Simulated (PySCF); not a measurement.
Geometries of 3 isomers of CH9NSeSi2, from PBE0-D3(BJ)/def2-SVP geometry optimisation, gas phase in PySCF 2.14.0. One conformer each, no zero-point energy, no frequencies.

Question: Which is lowest in electronic energy at this level?
A.
```xyz
14
angstrom
C     -1.444   -0.673    0.974
Si    -0.685    0.710   -0.055
Se    -1.874    1.094   -1.983
Si     1.476    0.160   -0.780
N      2.256   -0.668    0.537
H     -2.463   -0.406    1.294
H     -1.502   -1.604    0.391
H     -0.838   -0.853    1.877
H     -0.662    1.971    0.752
H     -2.984    1.763   -1.284
H      1.368   -0.602   -2.075
H      2.265    1.395   -1.068
H      1.814   -1.500    0.912
H      3.263   -0.798    0.503
```
B.
```xyz
14
angstrom
C     -1.795   -0.939    0.279
Si    -0.835    0.518   -0.391
N     -0.295    1.446    0.964
Se     1.034   -0.116   -1.564
Si     2.261   -0.478    0.327
H     -2.679   -0.599    0.844
H     -2.142   -1.581   -0.544
H     -1.165   -1.545    0.948
H     -1.655    1.255   -1.404
H     -0.807    1.424    1.839
H      0.207    2.318    0.843
H      3.425   -1.307   -0.109
H      1.486   -1.237    1.352
H      2.781    0.785    0.927
```
C.
```xyz
14
angstrom
C     -2.803   -0.572    0.128
N     -1.564    0.159    0.242
Si    -0.046   -0.320   -0.406
Se     1.143    1.596   -0.794
Si     3.113    0.817    0.061
H     -3.660    0.110   -0.005
H     -3.020   -1.220    0.998
H     -2.772   -1.222   -0.760
H     -1.566    0.890    0.945
H     -0.338   -1.087   -1.652
H      0.842   -1.172    0.457
H      3.617   -0.364   -0.700
H      4.084    1.942   -0.073
H      2.970    0.441    1.498
```

Answer: B. That is `C[Si@@H](N)[Se][SiH3]`, 19.0 kcal/mol below the next.

```tsv
SMILES	atoms numbered as above	E (Eh)	relative (kcal/mol)	relative (kJ/mol)	dipole (D)
C[Si@@H](N)[Se][SiH3]	[CH3:1][Si@@H:2]([NH2:3])[Se:4][SiH3:5]	-3077.72150	0.0	0.0	2.90
C[Si@H]([SeH])[SiH2]N	[CH3:1][Si@H:2]([SeH:3])[SiH2:4][NH2:5]	-3077.69127	19.0	79.4	2.45
CN[SiH2][Se][SiH3]	[CH3:1][NH:2][SiH2:3][Se:4][SiH3:5]	-3077.68983	19.9	83.1	1.84
```

As drawn, the lowest has an Si–C bond, which the highest lacks.
